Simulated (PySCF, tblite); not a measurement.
Parent: `[CH2:1]=[CH:2][PH+:3]([CH:4]=[CH2:5])[CH2:6][CH2:7][CH3:8]` (charge +1) with C1–C2–P3–C4 -121°, C2–P3–C4–C5 113°, C2–P3–C6–C7 172°, P3–C6–C7–C8 56°, [C7H14P]+.

The geometries are computed with GFN2-xTB (gas phase). One conformer each, not checked by frequencies here.

```json
{"coordinate of the parent": "C1=C2", "value": "1.326 Å"}
{"coordinate of the parent": "C2–P3", "value": "1.794 Å"}
{"coordinate of the parent": "P3–C4", "value": "1.792 Å"}
{"coordinate of the parent": "C4=C5", "value": "1.325 Å"}
{"coordinate of the parent": "P3–C6", "value": "1.819 Å"}
{"coordinate of the parent": "C6–C7", "value": "1.530 Å"}
{"coordinate of the parent": "C7–C8", "value": "1.521 Å"}
{"coordinate of the parent": "C1–C2–P3", "value": "122.8°"}
{"coordinate of the parent": "C2–P3–C4", "value": "109.9°"}
{"coordinate of the parent": "C2–P3–C6", "value": "108.9°"}
{"coordinate of the parent": "C4–P3–C6", "value": "110.6°"}
{"coordinate of the parent": "P3–C4–C5", "value": "123.4°"}
{"coordinate of the parent": "P3–C6–C7", "value": "112.9°"}
{"coordinate of the parent": "C6–C7–C8", "value": "111.8°"}
```

Question: In one relative the bonds that all share with the parent change as follows (parent's numbers): C1–C2 -0.001, C2–P3 +0.001, P3–C4 +0.004, C4–C5 0.000, P3–C6 +0.003, C6–C7 +0.001, C7–C8 +0.015 Å. Which is it?
A. `[CH2:1]=[CH:2][PH+:3]([CH:4]=[CH2:5])[CH2:6][CH2:7][CH2:8][OH:9]` (charge +1) with C1–C2–P3–C4 -112°, C2–P3–C4–C5 115°, C2–P3–C6–C7 -63°, P3–C6–C7–C8 -38°, C6–C7–C8–O9 -36°
B. `[CH2:1]=[CH:2][P@H+:3]([CH2:4][CH2:5][CH3:6])[CH:7]([CH3:8])[CH3:9]` (charge +1) with C1–C2–P3–C4 -126°, C2–P3–C4–C5 48°, P3–C4–C5–C6 57°, C2–P3–C7–C8 -58°

Answer: A. The changes in all of them (Å):

```tsv
SMILES	C1–C2	C2–P3	P3–C4	C4–C5	P3–C6	C6–C7	C7–C8
C=C[P@H+](CCC)C(C)C	+0.201	+0.042	-0.002	+0.001	0.000	+0.001	0.000
C=C[PH+](C=C)CCCO	-0.001	+0.001	+0.004	0.000	+0.003	+0.001	+0.015
```

Atoms are paired thus: C=C[P@H+](CCC)C(C)C: C1 = C9, C2 = C7, P3 = P3, C4 = C2, C5 = C1, C6 = C4, C7 = C5, C8 = C6; C=C[PH+](C=C)CCCO: C1 = C5, C2 = C4, P3 = P3, C4 = C2, C5 = C1, C6 = C6, C7 = C7, C8 = C8.
